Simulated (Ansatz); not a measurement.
One change: `C/C=C(\C)[SiH3]` becomes `C/C=C(/C)F`.

Ansatz, PBE0-D4/def2-TZVP geometries, multiplicity 1. 

```csv
property,`C/C=C(\C)[SiH3]`
LUMO energy (B3LYP/def2-TZVPP) / eV,-0.11
LUMO energy (ωB97M-V/def2-TZVPP) / eV,2.17
LUMO energy (PBE0/def2-TZVPP) / eV,0.09
HOMO–LUMO gap (PBE0/def2-TZVPP) / eV,7.26
LUMO energy (PBE/def2-TZVPP) / eV,-0.91
size of the dipole moment (ωB97M-V/def2-TZVPP) / D,1.30
```

Task: What does the change do to each property? (Best estimate.)

Result: Computed: 
```json
{"property": "LUMO energy (B3LYP/def2-TZVPP) / eV", "`C/C=C(/C)F`": "0.59", "shift": "0.70"}
{"property": "LUMO energy (ωB97M-V/def2-TZVPP) / eV", "`C/C=C(/C)F`": "2.82", "shift": "0.65"}
{"property": "LUMO energy (PBE0/def2-TZVPP) / eV", "`C/C=C(/C)F`": "0.85", "shift": "0.76"}
{"property": "HOMO–LUMO gap (PBE0/def2-TZVPP) / eV", "`C/C=C(/C)F`": "7.71", "shift": "0.45"}
{"property": "LUMO energy (PBE/def2-TZVPP) / eV", "`C/C=C(/C)F`": "-0.18", "shift": "0.73"}
{"property": "size of the dipole moment (ωB97M-V/def2-TZVPP) / D", "`C/C=C(/C)F`": "1.40", "shift": "0.10"}
```

With PBE0 the HOMO rises by 0.30 eV and the LUMO rises by 0.76 eV, so the gap widens by about 0.46 eV. PBE moves the HOMO by 0.42 eV and ωB97M-V by 0.26 eV. The zero-point energy changes by -58.8 kJ/mol with -9 modes. Dipoles are sizes alone; their direction can turn.

Positive LUMOs are unbound, so they and the gaps depend on the basis.

B3LYP here is the variant with VWN-RPA as its local correlation; programs differ in this.
